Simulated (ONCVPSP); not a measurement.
## Before and after: ONCV potential for magnesium (Mg)

Mg (Z = 12), optimised norm-conserving Vanderbilt (ONCV), made with ONCVPSP 4.0.1 (PBE, scalar-relativistic). Core [He] 2s2, reference 2p6 3s1.75 3p0.25. Waves: 3s: rc 2.65 bohr, ncon 4, nbas 7, qcut 2 1/bohr, 2 projectors, debl 2.3 Ha; 2p+3p: rc 1.10 bohr, ncon 3, nbas 8, qcut 12 1/bohr, 2 projectors. Local part: polynomial inside 0.95 bohr (lpopt 3, dvloc0 4 Ha). Core correction: Teter function, fcfact 2, rcfact 1.5.

All-electron outer shells of the reference configuration (PBE, scalar-relativistic, ld1.x):

| shell | level (eV) | outermost node (bohr) | outermost maximum (bohr) |
| --- | --- | --- | --- |
| 1s | -1260.21 | – | 0.09 |
| 2s | -80.39 | 0.18 | 0.54 |
| 2p | -47.16 | – | 0.48 |
| 3s | -4.97 | 0.90 | 2.53 |
| 3p | -1.54 | 0.96 | 3.46 |

Change: s: qcut 1.7.

Cutoffs: the cutoffs (Ha) at which the residual kinetic energy of the hardest occupied pseudo-wave falls to 1 and 0.1 mHa per electron; they do not see the model core or the augmentation charge, which bear on the density cutoff. Errors are all-electron minus pseudo energies relative to the spin-unpolarised reference configuration.

Question: What does the change do?

Answer: The potential gets neither clearly harder nor softer (56 Ha and 64 Ha → 56 Ha and 64 Ha); the p channel sets the loose cutoff, while the largest relative change is in s, which becomes harder; of the 3 tests that both files solve, the error grows in 2 and shrinks in 0 by more than 15 % and 0.3 meV (median size 0.9 → 1.8 meV); neither file shows a bound ghost.

```csv
quantity,base,changed
"cutoff, loose",56 Ha,56 Ha
"cutoff, tight",64 Ha,64 Ha
loose cutoff by channel,"s 5.8 Ha, p 56 Ha","s 7.8 Ha, p 56 Ha"
bound ghosts,none,none
GHOST(+) flags under 300 eV,s at 96.9 eV,s at 98.6 eV
tests with a reliable result,3 of 4,3 of 4
"error for 2p6 3s2 3p0, meV [ΔE -0.85 eV]",-0.2,-0.2
"error for 2p6 3s1 3p0, meV [ΔE 7.11 eV]",-0.9,-1.8
"error for 2p6 3s1 3p1, meV [ΔE 2.64 eV]",-2.1,-2.7
s: phases at 2.68 bohr within 0.05 rad from the reference energy up to (Ha; the scan ends near 5),n/a,n/a
p: phases at 1.11 bohr within 0.05 rad from the reference energy up to (Ha; the scan ends near 5),to the end of the scan,to the end of the scan
"rms error of d²Exc/dni dnj with the model core, mHa",3.81,3.80
```
